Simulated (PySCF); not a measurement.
# S⁵⁺ (sulfur, charge +5) across methods

[Ne] 3s1, 2S determinant. Computed with PySCF 2.14 in an uncontracted even-tempered set (18 s from 0.13 bohr⁻², ratio 2.5; 12 p from 0.17 bohr⁻², ratio 2.5; 5 d from 0.94 bohr⁻², ratio 2.7; 5 f from 1.4 bohr⁻², ratio 2.7), with the non-relativistic Hamiltonian (point nucleus).

| method | E (hartree) | mean ε 2p α (eV) | mean ε 2p β (eV) | mean ε 3s α (eV) | Σ⟨r²⟩ (bohr²) | ⟨S²⟩ |
| --- | --- | --- | --- | --- | --- | --- |
| r2SCAN0 | -391.1857 | -245.07 | -244.61 | -83.443 | 4.288 | 0.750 |
| PBE | -391.0304 | -236.63 | -236.16 | -81.613 | 4.284 | 0.750 |
| PBE0 | -391.0679 | -243.22 | -242.72 | -83.184 | 4.285 | 0.750 |
| r2SCAN | -391.1860 | -239.20 | -238.79 | -81.943 | 4.290 | 0.750 |
| LDA | -389.8093 | -236.59 | -236.15 | -81.718 | 4.284 | 0.750 |
| PBEsol | -390.4094 | -236.35 | -235.91 | -81.527 | 4.286 | 0.750 |
| UHF | -390.77261 | -261.59 | -260.98 | -87.369 | 4.305 | 0.750 |
